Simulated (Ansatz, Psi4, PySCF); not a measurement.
HFSi, charge +1, doublet, at a GFN2-xTB geometry (a state made from the parent by changing its charge; the spin is typed, not shown lowest). Base run: HF/def2-SVPD run with PySCF.

Geometry (Å):
```xyz
3

Si    -0.2709    -0.3567     0.3371
H     -1.0367    -1.3650    -0.3961
F      0.5366     0.7066    -0.4803
```
Charge +1, spin multiplicity 2.
Orbitals are unrestricted.
All else is at PySCF's defaults.

The same geometry, method and basis name were run in Ansatz (a program for electronic structure) and Psi4 and PySCF, at each program's defaults and at the settings that a row names. The base is PySCF at its defaults. Differences at the defaults can come from grids, fitting, cores and function types together.

```json
[
 {"code and settings": "PySCF, defaults (exact integrals, spherical functions)", "ΔE vs base (mEh)": "0.000", "basis functions": "55", "E (Eh)": "-388.46934", "SCF cycles": "11"},
 {"code and settings": "Psi4, defaults (density fitting with its default set, spherical functions)", "ΔE vs base (mEh)": "0.082", "basis functions": "55", "E (Eh)": "-388.46926", "SCF cycles": "9"},
 {"code and settings": "Ansatz, defaults (factorised integrals, spherical functions)", "ΔE vs base (mEh)": "0.015", "basis functions": "55", "E (Eh)": "-388.46933", "SCF cycles": "-"},
 {"code and settings": "PySCF, density fitting with def2-universal-jkfit", "ΔE vs base (mEh)": "0.082", "basis functions": "55", "E (Eh)": "-388.46926", "SCF cycles": "11"},
 {"code and settings": "Psi4, exact integrals, spherical functions", "ΔE vs base (mEh)": "0.000", "basis functions": "55", "E (Eh)": "-388.46934", "SCF cycles": "13"},
 {"code and settings": "Ansatz, high accuracy", "ΔE vs base (mEh)": "0.000", "basis functions": "55", "E (Eh)": "-388.46934", "SCF cycles": "-"}
]
```

Open shells are given as the SCF converged; they aren't shown to be the lowest states, and a large step between rows can be another state.
